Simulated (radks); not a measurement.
The numbers below are computed, except where a source is named.
Question: The lutetium ion Lu2+, [Xe] 4f14 6s1. Level of theory: non-relativistic Kohn-Sham, exchange-only B88, spin-polarised, spherical densities, point nucleus (a radial shooting solver on a logarithmic mesh with Libxc functionals). Every spin shell is full or empty, so the densities are truly spherical. Functionals are evaluated on that one density, not self-consistently. Rank these orbital-free kinetic functionals by their error against the exact value of the orbitals, and give that value: Thomas-Fermi, von Weizsacker, TF + vW/9, TF + vW/5, APBEK, revAPBEK, Perdew 92, Thakkar, Pearson, LKT, PG1.

Answer: Exact: 13851.9 hartree. From best to worst, with 100 (|E| - |E exact|)/|E exact| (equal figures are ties): APBEK -0.01, revAPBEK +0.13, Perdew 92 -0.75, TF + vW/9 -0.76, Thakkar -0.80, Pearson -0.93, TF + vW/5 +2.52, Thomas-Fermi -4.86, PG1 +12.95, LKT +16.61, von Weizsacker -63.10.
